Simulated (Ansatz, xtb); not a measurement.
C3H2F2N2: 3 structures ranked

3 gas-phase structures of C3H2F2N2, from a drawn sample of its isomers (lower ones may exist). Each was relaxed with GFN2-xTB:

A. `Fc1cc(F)[nH]n1`, a singlet
B. `Fc1c[nH]nc1F`, a singlet
C. `Fc1cn[nH]c1F`, a singlet

Task: Estimate their order in r2SCAN-D4/def2-SVP energy at these geometries, lowest first.

Result: Calculated order at r2SCAN-D4/def2-SVP: A (0.0), B (5.7), C (9.8) kcal/mol.

Energies above the lowest of each column, in kcal/mol; the last columns are at PBE-D3(BJ)/def2-SVP geometries:

| structure | GFN2-xTB | HF/STO-3G | r2SCAN-D4/def2-SVP | PBE-D3(BJ)/def2-SVP | CCSD(T)/def2-SVP + ΔMP2/def2-TZVPP |
| --- | --- | --- | --- | --- | --- |
| A | 0.0 | 0.0 | 0.0 | 0.0 | 0.0 |
| B | 3.9 | 4.9 | 5.7 | 4.9 | 5.0 |
| C | 5.3 | 5.7 | 9.8 | 8.7 | 8.9 |

Every level run on A puts it lowest or level with the lowest. ΔMP2 is the change of the MP2 energy from the smaller to the larger basis.

Programs: Ansatz 0.2.0, xtb 6.7.1.
